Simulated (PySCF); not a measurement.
CH4S2Zn, singlet, geometry from GFN2-xTB (such geometries of metal compounds can be far from the true shape). Base run: PBE/6-31G (PySCF).

PySCF was given this input:
```python
from pyscf import gto, scf, dft, solvent

mol = gto.M(
    atom='''
Zn    0.090180    0.562545    0.512573
S    -2.168270    0.205007    0.479476
H    -2.538819    1.144894    1.326499
S     1.802098   -0.484235   -0.554548
C     0.698443   -1.440109   -1.650987
H    -0.261363   -1.630619   -1.171802
H     1.201324   -2.383055   -1.841747
H     0.561558   -0.899248   -2.583067
''',
    basis='6-31g',
    charge=0,
    spin=0,
    verbose=4,
)

mf = dft.RKS(mol)
mf.xc = 'pbe'
mf.kernel()
```

The base run was repeated with changes; each row names its change, and settings that it needs were set with it.

| change | ΔE vs base (kJ/mol) | dipole (D) | HOMO-LUMO gap (eV) |
|---|---|---|---|
| base | 0.00 | 2.07 | 2.12 |
| model = IEF-PCM; solvent = methanol | -91.7 | 4.28 | 3.27 |
| model = IEF-PCM; solvent = dichloromethane | -77.5 | 3.92 | 3.08 |
| model = C-PCM; solvent = acetonitrile | -94.0 | 4.34 | 3.30 |
| model = IEF-PCM; solvent = acetonitrile; vdw_scale = 1.1 | -140.9 | 4.85 | 3.61 |
| model = COSMO; solvent = acetonitrile | -92.2 | 4.30 | 3.28 |
| model = IEF-PCM; solvent = acetonitrile; r_probe = 0.5 | -29.2 | 3.14 | 2.65 |
| model = IEF-PCM; solvent = dimethylsulfoxide | -93.5 | 4.33 | 3.30 |
| model = IEF-PCM; solvent = acetonitrile; lebedev_order = 11 | -90.7 | 4.24 | 3.25 |
| model = IEF-PCM; solvent = tetrahydrofuran | -73.9 | 3.83 | 3.04 |
| model = IEF-PCM; solvent = acetonitrile | -92.3 | 4.30 | 3.28 |
| model = SS(V)PE; solvent = acetonitrile | -91.0 | 4.25 | 3.27 |

The base is the gas phase, so ΔE is the electrostatic part of solvation at a fixed geometry, without cavity and dispersion terms.
